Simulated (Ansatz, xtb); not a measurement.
# Relaxing a trial structure of H3OSn+

The starting geometry of this gas-phase singlet has its atoms placed at random.

```yaml
atoms:
  - { symbol: O, position_ang: [-0.8548, 1.0775, 1.3411] }
  - { symbol: Sn, position_ang: [0.1298, -0.5604, 0.1734] }
  - { symbol: H, position_ang: [-0.0165, -0.9642, -1.6858] }
  - { symbol: H, position_ang: [1.6999, -0.1986, 0.2600] }
  - { symbol: H, position_ang: [0.7472, 0.6728, 1.2641] }
```

Q: Guess where an optimisation with r2SCAN-D4/def2-SVP ends from this start.

A: It ends as `[OH][SnH2+]`. Distances that change by over a tenth: O1–Sn2 (2.24 → 1.93 Å), Sn2–H3 (1.91 → 1.68 Å). Contacts that open: Sn2–H5 (1.76 → 2.55 Å). Contacts that close: O1–H5 (1.65 → 0.97 Å).

The energy falls by 6.15 eV over 11 steps:

```json
{"step": "1", "E − E(last) (eV)": "6.155"}
{"step": "2", "E − E(last) (eV)": "3.818"}
{"step": "3", "E − E(last) (eV)": "1.843"}
{"step": "4", "E − E(last) (eV)": "1.458"}
{"step": "5", "E − E(last) (eV)": "0.517"}
{"step": "7", "E − E(last) (eV)": "0.210"}
{"step": "8", "E − E(last) (eV)": "0.011"}
{"step": "9", "E − E(last) (eV)": "0.000"}
{"step": "10", "E − E(last) (eV)": "0.000"}
{"step": "11", "E − E(last) (eV)": "0.000"}
```

Final geometry (Å):

```tsv
atom	x (Å)	y (Å)	z (Å)
O	-0.4889	0.7440	1.0005
Sn	0.5449	-0.3694	-0.1825
H	-0.4886	-0.9399	-1.3838
H	2.1922	-0.5728	0.1550
H	-0.0540	1.1652	1.7637
```

From the same start GFN2-xTB reaches the same bonding as this run.

From so rough a start the end depends on the optimiser's path, so another program may land elsewhere. The end wasn't checked by frequencies. Atoms past krypton carry core potentials, without spin–orbit terms. Run with Ansatz 0.2.0, 27 s on 1 thread of Intel(R) Xeon(R) Processor @ 2.50GHz (Skylake/Cascade Lake), with other jobs on the host.
